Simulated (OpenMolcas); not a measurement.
**CH7NOSi (SMILES CO[SiH2]N): methods side by side**

The species is CH7NOSi (11 atoms), meant as a singlet with charge 0. As SMILES, `CO[SiH2]N`. Geometry: relaxed at PBE0-D4/def2-TZVP. This is one conformer, not always the lowest.

```xyz
11

C    -0.6553    1.7119    0.5002
O    -0.6106    0.5087   -0.2271
Si    0.5338   -0.6427    0.0543
N     0.3447   -2.0069   -0.9437
H     0.2584    2.3029    0.3623
H    -1.5015    2.3012    0.1424
H    -0.7907    1.5318    1.5738
H     0.4219   -1.0799    1.4723
H     1.8746   -0.0550   -0.2121
H    -0.4034   -2.6611   -0.7833
H     0.5936   -1.9680   -1.9184
```

Quantity: the energy change with the N4–H11 bond stretched from 1.007 to 1.510 Å, in eV. The values are calculated.

| level | kind | program | value (eV) | CPU time (all runs) |
| --- | --- | --- | --- | --- |
| HF/cc-pVDZ (restricted) | Hartree–Fock | OpenMolcas | 2.71 | 28 s |
| SVWN5/cc-pVDZ (restricted) | LDA | OpenMolcas | 2.13 | 89 s |
| BLYP/cc-pVDZ (restricted) | GGA | OpenMolcas | 2.06 | 2.1 min |
| revPBE/cc-pVDZ (restricted) | GGA | OpenMolcas | 2.11 | 2 min |
| M06-L/cc-pVDZ (restricted) | meta-GGA | OpenMolcas | 2.34 | 2.5 min |
| BHLYP/cc-pVDZ (restricted) | global hybrid | OpenMolcas | 2.50 | 1.7 min |
| M06-2X/cc-pVDZ (restricted) | hybrid meta-GGA | OpenMolcas | 2.37 | 2.2 min |
| PBE0/cc-pVDZ (restricted) | global hybrid | OpenMolcas | 2.35 | 1.9 min |

The first shape isn't each level's own minimum. The values span 2.06 to 2.71 eV. Times are those of the runs behind each value, whatever else they computed, on shared processors of several kinds: orders of magnitude only.
